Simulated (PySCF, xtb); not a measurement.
InI2, SMILES [In+]([I])[I], charge +1.

Harmonic wavenumbers (cm⁻¹) from GFN2-xTB (xtb) at its own minimum, in rising order: 44, 44, 133, 260.

Question: What does PBE-D3(BJ)/def2-SVP (PySCF) give at its own minimum? (The exact figures need the calculation; the answer reports its results.)

Answer: 48, 48, 153, 287. Paired by order, the mean absolute difference is 14 cm⁻¹ and the zero-point energies are 0.7 and 0.8 kcal/mol.
